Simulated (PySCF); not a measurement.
Two species compared at the same levels of theory.

First species: C₅H₇N₃S.
InChI=1S/C5H7N3S/c1-4-3-5(9-2)7-8-6-4/h3H,1-2H3

Second species: C5H7N3S.
SMILES: `C=CN1N=CC(SC)=N1`

Levels: CAM-B3LYP/def2-SVPD for dipole moment, HOMO energy, LUMO energy, HOMO–LUMO gap, static isotropic polarisability and electronic spatial extent ⟨r²⟩ about the centre of nuclear charge; TDDFT CAM-B3LYP/def2-SVPD for lowest singlet excitation; TDA CAM-B3LYP/def2-SVPD for lowest triplet excitation (Tamm–Dancoff); GFN2-xTB for rotational constant A and rotational constant C. Geometries: GFN2-xTB. Each species is one conformer at its optimised geometry, gas phase, non-relativistic unless stated. Electronic properties by PySCF.

Dipoles, sizes and rotational constants follow the conformer. The torsions of the flexible species, by atom-mapped SMILES:
- `[CH3:1][S:2][c:3]1[cH:4][c:5]([CH3:6])[n:7][n:8][n:9]1`: C1–S2–C3–C4 180°
- `[CH2:1]=[CH:2][n:3]1[n:4][cH:5][c:6]([S:7][CH3:8])[n:9]1`: C1–C2–N3–N4 180°, C5–C6–S7–C8 180°

Values for the first species:

- Dipole moment: 3.72 D
- HOMO energy: -8.32 eV
- LUMO energy: -0.65 eV
- HOMO–LUMO gap: 7.67 eV
- Lowest singlet excitation: 3.55 eV
- Lowest triplet excitation (Tamm–Dancoff): 2.62 eV
- Static isotropic polarisability: 101.4 au
- Electronic spatial extent ⟨r²⟩ about the centre of nuclear charge: 1538 bohr²
- Rotational constant A: 3.498 GHz
- Rotational constant C: 0.725 GHz

Question: Estimate the same properties for the second species, and the change in each.

Answer: 
```json
{"property": "dipole moment", "first": "3.72 D", "second": "1.31 D", "second less first": "-2.41 D"}
{"property": "HOMO energy", "first": "-8.32 eV", "second": "-7.50 eV", "second less first": "+0.82 eV"}
{"property": "LUMO energy", "first": "-0.65 eV", "second": "-0.12 eV", "second less first": "+0.53 eV"}
{"property": "HOMO–LUMO gap", "first": "7.67 eV", "second": "7.38 eV", "second less first": "-0.29 eV"}
{"property": "lowest singlet excitation", "first": "3.55 eV", "second": "4.81 eV", "second less first": "+1.26 eV"}
{"property": "lowest triplet excitation (Tamm–Dancoff)", "first": "2.62 eV", "second": "3.37 eV", "second less first": "+0.75 eV"}
{"property": "static isotropic polarisability", "first": "101.4 au", "second": "104.6 au", "second less first": "+3.2 au"}
{"property": "electronic spatial extent ⟨r²⟩ about the centre of nuclear charge", "first": "1538 bohr²", "second": "1533 bohr²", "second less first": "-5 bohr²"}
{"property": "rotational constant A", "first": "3.498 GHz", "second": "2.855 GHz", "second less first": "-0.643 GHz"}
{"property": "rotational constant C", "first": "0.725 GHz", "second": "0.717 GHz", "second less first": "-0.008 GHz"}
```

On the first: The 8 singlets span 3.55 to 6.46 eV, and their oscillator strengths add up to 0.44.

On the second: No computed singlet falls in the visible range (750 to 380 nm, 1.65 to 3.26 eV); S1 lies 1.55 eV above its blue end. In wavenumbers S1 is 38800 cm⁻¹ (1 eV = 8065.54 cm⁻¹).
